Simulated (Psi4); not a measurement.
C5H8O, singlet, at a GFN2-xTB geometry; Psi4 with MP2/def2-TZVPPD.

The Psi4 input:
```
memory 2 GB

molecule {
0 1
  C     1.93574354   -0.47521150   -0.71409407
  C     0.75708294   -0.06504934    0.07864111
  C     0.45540066    0.76931466    1.07573921
  O    -0.89888888    0.48687167    1.14547760
  C    -0.70617154   -0.45723448    0.05541766
  C    -1.51061985   -0.11500217   -1.17935234
  H     2.11139950   -1.54652793   -0.61279353
  H     1.77831701   -0.26081842   -1.77156690
  H     2.81764381    0.06104702   -0.37276396
  H     0.93130830    1.47373947    1.72963903
  H    -0.91931659   -1.46980447    0.40712534
  H    -1.23890239   -0.78940304   -1.98758696
  H    -1.30481245    0.90898275   -1.48181066
  H    -2.57314071   -0.21309190   -0.97217271
}

set basis def2-tzvppd
set freeze_core true

energy('mp2')
print_variables()
```

Question: Predict the main parts of the log of this Psi4 run.

Answer: 
```
    SCF Algorithm Type (re)set to DF.

   => Loading Basis Set <=

    Name: DEF2-TZVPPD
    Role: ORBITAL
    Keyword: BASIS

         ---------------------------------------------------------
                                   SCF
               by Justin Turney, Rob Parrish, Andy Simmonett
                          and Daniel G. A. Smith
                              RHF Reference
         ---------------------------------------------------------

  ==> Geometry <==

    Molecular point group: c1
    Full point group: C1

    Geometry (in Angstrom), charge = 0, multiplicity = 1:

       Center              X                  Y                   Z               Mass
    ------------   -----------------  -----------------  -----------------  -----------------
         C            1.954604266775    -0.496851855679    -0.773773387665    12.000000000000
         C            0.775943666775    -0.086689695679     0.018961792335    12.000000000000
         C            0.474261386775     0.747674304321     1.016059892335    12.000000000000
         O           -0.880028153225     0.465231314321     1.085798282335    15.994914619570
         C           -0.687310813225    -0.478874835679    -0.004261657665    12.000000000000
         C           -1.491759123225    -0.136642525679    -1.239031657665    12.000000000000
         H            2.130260226775    -1.568168285679    -0.672472847665     1.007825032230
         H            1.797177736775    -0.282458775679    -1.831246217665     1.007825032230
         H            2.836504536775     0.039406664321    -0.432443277665     1.007825032230
         H            0.950169026775     1.452099114321     1.669959712335     1.007825032230
         H           -0.900455863225    -1.491444825679     0.347446022335     1.007825032230
         H           -1.220041663225    -0.811043395679    -2.047266277665     1.007825032230
         H           -1.285951723225     0.887342394321    -1.541489977665     1.007825032230
         H           -2.554279983225    -0.234732255679    -1.031852027665     1.007825032230

  Running in c1 symmetry.

  Rotational constants: A =      0.17773  B =      0.12000  C =      0.07921 [cm^-1]
  Rotational constants: A =   5328.31209  B =   3597.58424  C =   2374.51146 [MHz]
  Nuclear repulsion =  235.414903013674120

  Charge       = 0
  Multiplicity = 1
  Electrons    = 46
  Nalpha       = 23
  Nbeta        = 23

  ==> Algorithm <==

  SCF Algorithm Type is DF.
  DIIS enabled.
[...]
  @DF-RHF Final Energy:  -268.89621097375789
    Total Energy =                       -268.8962109737578885
[...]

  //>>>>>>>>>>>>>>>>>>>>>>>>>>>>>>>>>>>//
  //               DFMP2               //
  //<<<<<<<<<<<<<<<<<<<<<<<<<<<<<<<<<<<//

   => Loading Basis Set <=

    Name: (DEF2-TZVPPD AUX)
    Role: RIFIT
    Keyword: DF_BASIS_MP2

	 --------------------------------------------------------
	                          DF-MP2
	      2nd-Order Density-Fitted Moller-Plesset Theory

	        Rob Parrish, Justin Turney, Andy Simmonett,
	           Ed Hohenstein, and C. David Sherrill
	 --------------------------------------------------------

   => Auxiliary Basis Set <=

  Basis Set: (DEF2-TZVPPD AUX)
    Blend: DEF2-TZVPPD-RI
    Number of shells: 260
    Number of basis functions: 864
    Number of Cartesian functions: 1050
    Spherical Harmonics?: true
    Max angular momentum: 4

	 --------------------------------------------------------
	                 NBF =   361, NAUX =   864
	 --------------------------------------------------------
	   CLASS    FOCC     OCC    AOCC    AVIR     VIR    FVIR
	   PAIRS       6      23      17     338     338       0
	 --------------------------------------------------------

	-----------------------------------------------------------
	 ==================> DF-MP2 Energies <====================
	-----------------------------------------------------------
	 Reference Energy          =    -268.8962109737578885 [Eh]
	 Singles Energy            =      -0.0000000000000000 [Eh]
	 Same-Spin Energy          =      -0.2559908900171017 [Eh]
	 Opposite-Spin Energy      =      -0.8139958930179826 [Eh]
	 Correlation Energy        =      -1.0699867830350844 [Eh]
	 Total Energy              =    -269.9661977567929512 [Eh]
	-----------------------------------------------------------
	 ================> DF-SCS-MP2 Energies <==================
	-----------------------------------------------------------
	 SCS Same-Spin Scale       =       0.3333333333333333 [-]
	 SCS Opposite-Spin Scale   =       1.2000000000000000 [-]
	 SCS Same-Spin Energy      =      -0.0853302966723672 [Eh]
	 SCS Opposite-Spin Energy  =      -0.9767950716215791 [Eh]
	 SCS Correlation Energy    =      -1.0621253682939464 [Eh]
	 SCS Total Energy          =    -269.9583363420518367 [Eh]
	-----------------------------------------------------------

  Variable Map:
  ----------------------------------------------------------------------------
[...]
  Array Variable Map:
  ----------------------------------------------------------------------------
[...]
[...]
```
